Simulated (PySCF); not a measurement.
# Running PySCF for GaSi

File input.py (PySCF 2.14):

```python
from pyscf import gto, scf, solvent

mol = gto.M(
    atom='Ga 0 0 0; Si 0 0 2.436',
    basis='6-31g',
    charge=0,
    spin=3,
    verbose=4,
)
mf = scf.ROHF(mol)
mf = solvent.PCM(mf)
mf.with_solvent.eps = 2.27
mf.kernel()
mf.analyze()
print('orbital energies (hartree):', mf.mo_energy[..., max(0, mol.nelec[1]-3):mol.nelec[0]+3].round(4))
```

```bash
$ OMP_NUM_THREADS=1 python input.py
```

The log (some set-up lines and the per-cycle HOMO/LUMO lines with their warnings removed):

```
PySCF version 2.14.0

[INPUT] Symbol           X                Y                Z      unit          X                Y                Z       unit  Magmom
[INPUT]  1 Ga     0.000000000000   0.000000000000   0.000000000000 AA    0.000000000000   0.000000000000   0.000000000000 Bohr   0.0
[INPUT]  2 Si     0.000000000000   0.000000000000   2.436000000000 AA    0.000000000000   0.000000000000   4.603372839440 Bohr   0.0

nuclear repulsion = 94.2786984972414
number of shells = 18
number of NR pGTOs = 136
number of NR cGTOs = 40
basis = 6-31g
ecp = {}

******** <class 'pyscf.solvent._attach_solvent.PCMROHF'> ********
method = PCMROHF
initial guess = minao
damping factor = 0
level_shift factor = 0
DIIS = <class 'pyscf.scf.diis.CDIIS'>
SCF conv_tol = 1e-09
SCF max_cycles = 50
num. doubly occ = 21  num. singly occ = 3
******** <class 'pyscf.solvent.pcm.PCM'> (In testing) ********

WARN: PCM is an experimental feature. It is still in testing.
Features and APIs may be changed in the future.

lebedev_order = 29 (302 grids per sphere)
eps = 2.27
frozen = False
PCM E_diel = -0.000415493426125313
Solvent Energy = -0.000415493426125313
init E= -2211.06239468096
PCM E_diel = -0.00333668481350165
Solvent Energy = -0.00333668481350165
cycle= 1 E= -2211.75910821644  delta_E= -0.697  |g|= 0.129  |ddm|=  1.1
PCM E_diel = -0.00491742788210709
Solvent Energy = -0.00491742788210709
cycle= 2 E= -2211.77085800518  delta_E= -0.0117  |g|= 0.0669  |ddm|= 0.309
PCM E_diel = -0.00418692529641446
Solvent Energy = -0.00418692529641446
cycle= 3 E= -2211.77290184163  delta_E= -0.00204  |g|= 0.0178  |ddm|= 0.092
PCM E_diel = -0.00457108490232866
Solvent Energy = -0.00457108490232866
cycle= 4 E= -2211.77421645084  delta_E= -0.00131  |g|= 0.00996  |ddm|= 0.0807
PCM E_diel = -0.00453003372135295
Solvent Energy = -0.00453003372135295
cycle= 5 E= -2211.77484226434  delta_E= -0.000626  |g|= 0.00592  |ddm|= 0.0604
PCM E_diel = -0.00436808571634391
Solvent Energy = -0.00436808571634391
cycle= 6 E= -2211.77518121884  delta_E= -0.000339  |g|= 0.00342  |ddm|= 0.059
PCM E_diel = -0.00431585369594774
Solvent Energy = -0.00431585369594774
cycle= 7 E= -2211.77527864662  delta_E= -9.74e-05  |g|= 0.00118  |ddm|= 0.0443
PCM E_diel = -0.00425540741158942
Solvent Energy = -0.00425540741158942
cycle= 8 E= -2211.77528580803  delta_E= -7.16e-06  |g|= 0.000303  |ddm|= 0.0136
PCM E_diel = -0.0042536875606504
Solvent Energy = -0.0042536875606504
cycle= 9 E= -2211.77528598164  delta_E= -1.74e-07  |g|= 3.9e-05  |ddm|= 0.00159
PCM E_diel = -0.00425416858653057
Solvent Energy = -0.00425416858653057
cycle= 10 E= -2211.77528598396  delta_E= -2.33e-09  |g|= 1.15e-05  |ddm|= 0.000142
PCM E_diel = -0.00425384464699492
Solvent Energy = -0.00425384464699492
cycle= 11 E= -2211.77528598443  delta_E= -4.67e-10  |g|= 1.56e-06  |ddm|= 0.00011
PCM E_diel = -0.00425388622787549
Solvent Energy = -0.00425388622787549
Extra cycle  E= -2211.77528598443  delta_E= -3.18e-12  |g|= 8.45e-07  |ddm|= 5.8e-06
converged SCF energy = -2211.77528598443
**** SCF Summaries ****
Total Energy =                       -2211.775285984433140
Nuclear Repulsion Energy =              94.278698497241393
One-electron Energy =                -3273.640078785836522
Two-electron Energy =                  967.590348190390046
Two-electron Coulomb Energy =         1061.535056818837802
DFT Exchange-Correlation Energy =      -93.944708628447756
**** MO energy ****
                Roothaan           | alpha              | beta
[13 lines left out]
MO #14  energy= -4.20822527357484  | -4.22002539865394  | -4.1964251484955   occ= 2
MO #15  energy= -1.16919471734794  | -1.16989641446804  | -1.16849302022784  occ= 2
MO #16  energy= -1.16919460136671  | -1.16989629836685  | -1.16849290436656  occ= 2
MO #17  energy= -1.1666520577431   | -1.16829708412004  | -1.16500703114474  occ= 2
MO #18  energy= -1.16665205774309  | -1.16829708412003  | -1.16500703114473  occ= 2
MO #19  energy= -1.16617888387898  | -1.16841158779899  | -1.16394618022678  occ= 2
MO #20  energy= -0.590278188636868 | -0.671085446087024 | -0.509470895032758 occ= 2
MO #21  energy= -0.386536679943601 | -0.435411015889263 | -0.337662692261653 occ= 2
MO #22  energy= -0.12939463886137  | -0.295234773132597 | 0.0364458178303077 occ= 1
MO #23  energy= -0.110732404901092 | -0.287214754090308 | 0.0657500626723991 occ= 1
MO #24  energy= -0.110732404901085 | -0.287214754090313 | 0.0657500626724007 occ= 1
MO #25  energy= 0.0550394475712732 | 0.0353364591881009 | 0.0747423602524104 occ= 0
MO #26  energy= 0.055039447571277  | 0.0353364591880994 | 0.0747423602524071 occ= 0
MO #27  energy= 0.120712214033749  | 0.107180451248967  | 0.134243977169651  occ= 0
[13 lines left out]
 ** Mulliken pop on meta-lowdin orthogonal AOs  **
 ** Mulliken pop  **
pop of  0 Ga 1s           2.00000
pop of  0 Ga 2s           1.99999
pop of  0 Ga 3s           1.99960
pop of  0 Ga 4s           1.79576
pop of  0 Ga 5s           0.01362
pop of  0 Ga 2px          2.00000
pop of  0 Ga 2py          2.00000
pop of  0 Ga 2pz          2.00000
pop of  0 Ga 3px          1.99991
pop of  0 Ga 3py          1.99991
pop of  0 Ga 3pz          1.99995
pop of  0 Ga 4px          0.12858
[28 lines left out]
 ** Mulliken atomic charges  **
charge of    0Ga =      0.25240
charge of    1Si =     -0.25240
Dipole moment(X, Y, Z, Debye):  0.00000, -0.00000, -2.97002
orbital energies (hartree): [-1.1662 -0.5903 -0.3865 -0.1294 -0.1107 -0.1107  0.055   0.055   0.1207]
```

In short: E(SCF) = -2211.775286 Eh, 11 cycles, μz(SCF) = -2.97 D.

Hardware: Arm Neoverse V1, 1 thread, shared host. Wall time 4 s.

The bond length is a typed value, not an optimised one. No search for the lowest solution was made.
